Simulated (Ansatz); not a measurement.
Species: H$_{7}$AlN$_{2}$Si, SMILES `[NH2][Al]([NH2])[SiH3]` (charge 0, multiplicity 1), formula H$_{7}$AlN$_{2}$Si.

How many basis functions does frozen-core CCSD(T)/cc-pVTZ // B3LYP-D3(BJ)/def2-TZVP (Ansatz, an electronic-structure program) use, how many core orbitals are frozen, and how many electrons are correlated?

226 basis functions and 12 frozen orbitals, which leaves 24 correlated electrons. Core time is of the order of minutes.
